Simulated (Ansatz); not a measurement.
`O[SiH2]OBF`. The species carries charge 0 and has multiplicity 1.

| atom | x (Å) | y (Å) | z (Å) |
| --- | --- | --- | --- |
| O1 | -1.337 | 1.228 | 0.199 |
| Si2 | -1.043 | -0.283 | -0.351 |
| O3 | 0.557 | -0.676 | -0.328 |
| B4 | 1.715 | -0.145 | 0.090 |
| F5 | 2.833 | -0.818 | -0.142 |
| H6 | -1.309 | 1.397 | 1.141 |
| H7 | -1.724 | -1.302 | 0.482 |
| H8 | -1.481 | -0.301 | -1.758 |
| H9 | 1.791 | 0.901 | 0.668 |

**Question.** List the harmonic frequencies (cm⁻¹, unscaled) at PBE0-D4/def2-TZVP in Ansatz. (Best estimate.)

**Answer.** Ansatz gave: 52, 97, 101, 242, 321, 452, 641, 770, 815, 850, 907, 925, 953, 978, 1108, 1234, 1452, 2246, 2291, 2634, 3931.

**Question.** Is this a minimum?

**Answer.** Yes, all 21 modes are real.

**Question.** Give the ideal-gas thermochemistry at 298.15 K and 1 bar (rigid rotor, harmonic oscillator; point group C1, symmetry number 1).

**Answer.** Zero-point energy 137.6 kJ/mol; H(298) − E = 158.1 kJ/mol; entropy 348.2 J/(mol·K), of which translation 165.5, rotation 110.9, vibration 71.7; G(298) − E = 54.3 kJ/mol. Modes under 100 cm⁻¹ are hindered rotations or soft bends, so the harmonic entropy is rough.
